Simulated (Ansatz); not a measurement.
PdBr₂, relaxed as a triplet with UKS r2SCAN-D4/def2-TZVP in Ansatz, starting from the r2SCAN-D4/def2-TZVP geometry of the neutral singlet. Force threshold 0.02 eV/Å.

In the def2 sets Pd takes a core potential; there is no spin–orbit coupling. The structure comes from a short search, and lower isomers may exist.

Start:

```
atom   x (Å)   y (Å)   z (Å)
 Pd1   0.631   0.344   0.713
 Br2  -1.492  -0.531   0.858
 Br3   0.861   0.187  -1.571
```

```json
{"step": "1", "energy (eV)": "-143574.5134", "largest force component (eV/Å)": "1.077", "SCF passes": "19"}
{"step": "2", "energy (eV)": "-143574.7376", "largest force component (eV/Å)": "0.585", "SCF passes": "28"}
{"step": "3", "energy (eV)": "-143574.8876", "largest force component (eV/Å)": "0.666", "SCF passes": "28"}
{"step": "4", "energy (eV)": "-143575.0083", "largest force component (eV/Å)": "0.462", "SCF passes": "27"}
{"step": "5", "energy (eV)": "-143575.0896", "largest force component (eV/Å)": "0.198", "SCF passes": "27"}
{"step": "6", "energy (eV)": "-143575.1245", "largest force component (eV/Å)": "0.088", "SCF passes": "33"}
{"step": "7", "energy (eV)": "-143575.1318", "largest force component (eV/Å)": "0.040", "SCF passes": "27"}
{"step": "8", "energy (eV)": "-143575.1320", "largest force component (eV/Å)": "0.030", "SCF passes": "23"}
{"step": "9", "energy (eV)": "-143575.1321", "largest force component (eV/Å)": "0.000", "SCF passes": "23"}
```

Force components are those of the run's own axes.

End:

```csv
atom,x (Å),y (Å),z (Å)
Pd1,0.000,0.000,0.000
Br2,-1.576,-0.481,1.627
Br3,1.576,0.481,-1.627
```

By distances, no bond broke or formed. The bond that changes most is Pd1–Br2, from 2.30 to 2.32 Å (atoms count from 1). The end is the same structure that another start reached.

No frequencies were taken in this run, so the end may be a saddle point.

Run time 32 s (2 threads of Intel Xeon Platinum 8488C on a shared host).
